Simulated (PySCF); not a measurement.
Isomers C5H8N2OSi:

A. SMILES C([Si@H]1C[C@H](C#N)C1)(N)=O
B. `c1c(C=C)[nH]nc1O[SiH3]`
C. `[H]/N=C(\CC#C[SiH3])C(N)=O`
D. SMILES N#C[C@H]1C[Si@@H](NC=O)C1
E. `[C@H](C=C)(N=C)O[SiH2]C#N`
F. `N(=C(/CC)C#N)/[SiH2]C=O`

Spectrum 1. 13C{1H} NMR (computed): δ 243.6 (CH), 167.7 (C), 119.4 (C), 42.2 (CH2), 13.8 (CH3).

Spectrum 2. 13C{1H} NMR (computed): δ 180.1 (C), 129.6 (C), 20.5 (CH), 19.6 (CH2).

Spectrum 3. 13C{1H} NMR (computed): δ 160.9 (CH2), 149.1 (CH), 127.6 (C), 122.1 (CH2), 100.2 (CH).

Spectrum 4. 13C{1H} NMR (computed): δ 172.4 (C), 165.5 (C), 112.5 (C), 87.9 (C), 28.9 (CH2).

Spectrum 5. 13C{1H} NMR (computed): δ 167.3 (C), 147.0 (C), 131.3 (CH), 122.1 (CH2), 94.0 (CH).

Spectrum 6. 13C{1H} NMR (computed): δ 171.5 (CH), 129.3 (C), 27.3 (CH2), 16.6 (CH).

[PySCF: geometry from GFN2-xTB; shielding tensors at PBE0/pcSseg-1 (GIAO); one computed conformer; one averaged value for each set of equivalent atoms; no relativistic terms; isolated molecule]

Chemical shifts δ = σref − σ; TMS for 13C (σ = 186.93 ppm), all at this level. Acid and N–H amide carbonyl carbons lie up to 10 ppm further downfield in solution (hydrogen bonding). Shifts are as computed. Against solution values, carbons near 30 ppm lie about +3 ppm off and those near 130 ppm about +5 ppm. Of 1211 compounds with measured shifts, 218 miss one by over three times the rms of a fit or turn the order of signals round; such compounds aren't used in these exercises. Groups on amide-type nitrogens are kept apart (slow C–N rotation).

Problem. Match each spectrum to its structure.

Solution. 1–F, 2–A, 3–E, 4–C, 5–B, 6–D.

- Spectrum 1 (F): 5 13C signals; δC 119.4 is a nitrile carbon; δC 42.2 is an sp3 CH2.
- Spectrum 2 (A): 4 13C signals; δC 129.6 is a nitrile carbon; δC 20.5 is an sp3 CH α to a nitrile.
- Spectrum 3 (E): 5 13C signals; δC 149.1 is an alkene CH; δC 127.6 is a nitrile carbon.
- Spectrum 4 (C): 5 13C signals; δC 165.5 is an amide carbonyl carbon; δC 87.9 is an alkyne carbon.
- Spectrum 5 (B): 5 13C signals; δC 167.3 is an aromatic carbon bearing oxygen; δC 131.3 is an alkene CH.
- Spectrum 6 (D): 4 13C signals; δC 171.5 is an amide carbonyl carbon; δC 129.3 is a nitrile carbon.
